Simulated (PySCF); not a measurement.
Polarisability and C₆ of W (tungsten, neutral)

[Xe] 4f14 5d4 6s2, high-spin 5D determinant. Computed with PySCF 2.14 in aug-cc-pVTZ-PP with ECP60MDF, with a scalar-relativistic core potential. Coupled (time-dependent) response in atomic units; α is the mean over directions.

```csv
method,mean α (bohr³),"α xx, yy, zz",C₆ (like pair),S(−4)
BP86,70.86,"72.73, 72.73, 67.10",867.5,1926
```

S(−4) is the Cauchy moment in α(ω) = α(0) + S(−4) ω² + …

Reference α: 68 ± 15 bohr³ (recommended; Schwerdtfeger and Nagle, table of static dipole polarizabilities (2023 update)). Published C₆: 757.0 (Gould and Bucko (2016)).

Spin-orbit coupling is absent.

α(iu) at BP86:

```json
{"u (hartree)": "0", "α(iu) (bohr³)": "70.86"}
{"u (hartree)": "0.0500", "α(iu) (bohr³)": "66.46"}
{"u (hartree)": "0.100", "α(iu) (bohr³)": "56.75"}
{"u (hartree)": "0.200", "α(iu) (bohr³)": "38.08"}
{"u (hartree)": "0.300", "α(iu) (bohr³)": "26.39"}
{"u (hartree)": "0.500", "α(iu) (bohr³)": "15.05"}
{"u (hartree)": "0.750", "α(iu) (bohr³)": "9.178"}
{"u (hartree)": "1.00", "α(iu) (bohr³)": "6.348"}
{"u (hartree)": "1.50", "α(iu) (bohr³)": "3.667"}
{"u (hartree)": "2.00", "α(iu) (bohr³)": "2.416"}
{"u (hartree)": "3.00", "α(iu) (bohr³)": "1.277"}
{"u (hartree)": "5.00", "α(iu) (bohr³)": "0.5268"}
```

A single London oscillator, α(iu) = α/(1 + u²/ω²), gives C₆ = (3/4) ω α². Matching the computed C₆ needs ω = 4 × 867.5 / (3 × 70.86²) = 0.230 hartree.

The components differ because the open shell of this determinant is not spherical; for a pure term their mean is the scalar polarisability.

Energies and moments cover only the electrons outside the core potential. Spin-orbit coupling, absent here, splits the open shell strongly.
